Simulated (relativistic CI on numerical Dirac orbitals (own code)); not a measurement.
**Ta5+: L2,3 absorption edge**

Computed with this model: Dirac-Coulomb-Breit CI, KLI orbitals optimised for each configuration, a model potential for QED, multiplet model of core-to-valence dipole absorption, unscaled Slater integrals; configurations [Xe] 4f14 → [He] 2s2 2p5 3s2 3p6 3d10 4s2 4p6 4d10 4f14 5s2 5p6 5d; 300 K; Lorentzian 7.5 eV and Gaussian 1 eV FWHM. Energies are those of the free ion, without screening or charge transfer. The branching ratio is the share of the lower-energy edge in the whole absorption, uncertain by about 0.02 where the edges overlap. S is read from ⟨S²⟩ = S(S + 1).

Field parameters in Wybourne normalisation: D4h B²₀ = −7Ds, B⁴₀ = 21(Dq − Dt), B⁴₄ = 21√(5/14) Dq. The field is a parameter set, without covalency.

free ion: ground-state S = 0.00, centroid 10252.00 eV, branching ratio 0.708. Peaks (eV, height): 9885.0 (100), 11140.5 (41).

D4h, 10Dq = 28250, Ds = -1500, Dt = 600 cm⁻¹: ground-state S = 0.00, centroid 10252.00 eV, branching ratio 0.708. Peaks (eV, height): 9885.0 (100), 11140.0 (42).

The statistical ratio of this edge is 2/3 = 0.667. Values above it arise where the holes sit mainly in the j = l + 1/2 valence subshell or the ground state has high spin; values below it where core-valence Coulomb terms move weight to the upper edge, as in nearly empty shells. At deep edges of heavy elements the radial integrals of the two core levels differ, which raises the baseline.

Strongest unbroadened transitions for free ion:

```json
{"Energy (eV)": "9883.40", "Relative strength": "2.0"}
{"Energy (eV)": "9884.92", "Relative strength": "100.0"}
{"Energy (eV)": "11140.48", "Relative strength": "42.1"}
```
